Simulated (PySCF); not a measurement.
Compound: C6H15NSi.
Atom-mapped SMILES: `[CH3:1][CH2:2][CH2:3][C@H:4]1[CH2:5][NH:6][SiH2:7][CH2:8]1` (hydrogens: H9, H10, H11 on C1; H12, H13 on C2; H14, H15 on C3; H16 on C4; H17, H18 on C5; H19 on N6; H20, H21 on Si7; H22, H23 on C8)

The same species was optimised twice, with GFN2-xTB and with PBE0-D3(BJ)/def2-SVP (PySCF), and the same property calculations (PySCF, gas phase) were run on both structures.

```json
{"coordinate": "N6–Si7 (Å)", "GFN2-xTB": "1.714", "PBE0-D3(BJ)/def2-SVP": "1.735", "change": "+0.021"}
{"coordinate": "Si7–C8 (Å)", "GFN2-xTB": "1.899", "PBE0-D3(BJ)/def2-SVP": "1.888", "change": "-0.011"}
{"coordinate": "C4–C8 (Å)", "GFN2-xTB": "1.532", "PBE0-D3(BJ)/def2-SVP": "1.539", "change": "+0.007"}
{"coordinate": "C4–C5 (Å)", "GFN2-xTB": "1.531", "PBE0-D3(BJ)/def2-SVP": "1.536", "change": "+0.005"}
{"coordinate": "C1–C2 (Å)", "GFN2-xTB": "1.525", "PBE0-D3(BJ)/def2-SVP": "1.520", "change": "-0.005"}
{"coordinate": "C2–C3 (Å)", "GFN2-xTB": "1.527", "PBE0-D3(BJ)/def2-SVP": "1.524", "change": "-0.003"}
{"coordinate": "C3–C4 (Å)", "GFN2-xTB": "1.528", "PBE0-D3(BJ)/def2-SVP": "1.524", "change": "-0.004"}
{"coordinate": "C5–N6 (Å)", "GFN2-xTB": "1.449", "PBE0-D3(BJ)/def2-SVP": "1.449", "change": "0.000"}
{"coordinate": "C1–C2–C3 (°)", "GFN2-xTB": "111.6", "PBE0-D3(BJ)/def2-SVP": "113.1", "change": "+1.5"}
{"coordinate": "C2–C3–C4 (°)", "GFN2-xTB": "113.7", "PBE0-D3(BJ)/def2-SVP": "114.9", "change": "+1.2"}
{"coordinate": "C3–C4–C8 (°)", "GFN2-xTB": "111.9", "PBE0-D3(BJ)/def2-SVP": "113.1", "change": "+1.2"}
{"coordinate": "N6–Si7–C8 (°)", "GFN2-xTB": "91.8", "PBE0-D3(BJ)/def2-SVP": "93.0", "change": "+1.2"}
{"coordinate": "C4–C8–Si7 (°)", "GFN2-xTB": "104.4", "PBE0-D3(BJ)/def2-SVP": "103.3", "change": "-1.1"}
{"coordinate": "C5–N6–Si7 (°)", "GFN2-xTB": "114.8", "PBE0-D3(BJ)/def2-SVP": "113.7", "change": "-1.1"}
{"coordinate": "C4–C5–N6 (°)", "GFN2-xTB": "106.6", "PBE0-D3(BJ)/def2-SVP": "107.3", "change": "+0.7"}
{"coordinate": "C5–C4–C8 (°)", "GFN2-xTB": "107.0", "PBE0-D3(BJ)/def2-SVP": "107.6", "change": "+0.6"}
{"coordinate": "C1–C2–C3–C4 (°)", "GFN2-xTB": "177", "PBE0-D3(BJ)/def2-SVP": "176", "change": "-1"}
{"coordinate": "C2–C3–C4–C5 (°)", "GFN2-xTB": "64", "PBE0-D3(BJ)/def2-SVP": "60", "change": "-4"}
```

Rotational constants: A = 4810, B = 758.5, C = 685.9 MHz (GFN2-xTB) against A = 4730, B = 756.9, C = 682.1 MHz (PBE0-D3(BJ)/def2-SVP). Point groups within 0.08 Å: C1 and C1.

On the GFN2-xTB structure: HOMO (eV) -6.45 [PBE0/pcSseg-1]; LUMO (eV) 0.93 [PBE0/pcSseg-1]; dipole (D) 0.88 [PBE0/pcSseg-1]; GIAO shielding of C1 (ppm) 169.3 [PBE0/pcSseg-1]; GIAO shielding of C2 (ppm) 159.9 [PBE0/pcSseg-1]; GIAO shielding of C3 (ppm) 142.4 [PBE0/pcSseg-1]; GIAO shielding of C4 (ppm) 144.2 [PBE0/pcSseg-1]; GIAO shielding of C5 (ppm) 131.0 [PBE0/pcSseg-1]; GIAO shielding of N6 (ppm) 244.7 [PBE0/pcSseg-1]; GIAO shielding of Si7 (ppm) 377.2 [PBE0/pcSseg-1]; GIAO shielding of C8 (ppm) 167.4 [PBE0/pcSseg-1].

Q: What do these properties become on the PBE0-D3(BJ)/def2-SVP structure?

A: 
```
                                    property          level  on GFN2-xTB  on PBE0-D3(BJ)/def2-SVP  change
                                   HOMO (eV)  PBE0/pcSseg-1        -6.45                    -6.45    0.00
                                   LUMO (eV)  PBE0/pcSseg-1         0.93                     0.93    0.00
                                  dipole (D)  PBE0/pcSseg-1         0.88                     1.02   +0.14
energy, GFN2-xTB geometry as zero (kcal/mol)  PBE0/pcSseg-1          0.0                     -1.6    -1.6
                  GIAO shielding of C1 (ppm)  PBE0/pcSseg-1        169.3                    167.4    -1.9
                  GIAO shielding of C2 (ppm)  PBE0/pcSseg-1        159.9                    159.1    -0.8
                  GIAO shielding of C3 (ppm)  PBE0/pcSseg-1        142.4                    142.0    -0.4
                  GIAO shielding of C4 (ppm)  PBE0/pcSseg-1        144.2                    142.4    -1.8
                  GIAO shielding of C5 (ppm)  PBE0/pcSseg-1        131.0                    130.9    -0.1
                  GIAO shielding of N6 (ppm)  PBE0/pcSseg-1        244.7                    243.6    -1.1
                 GIAO shielding of Si7 (ppm)  PBE0/pcSseg-1        377.2                    374.6    -2.6
                  GIAO shielding of C8 (ppm)  PBE0/pcSseg-1        167.4                    166.9    -0.5
```

The heavy atoms differ by 0.033 Å rms after alignment. Among bonds between heavy atoms N6–Si7 changes most (+0.021 Å). Changes are differences of the printed values. Neither structure is proved a minimum here.
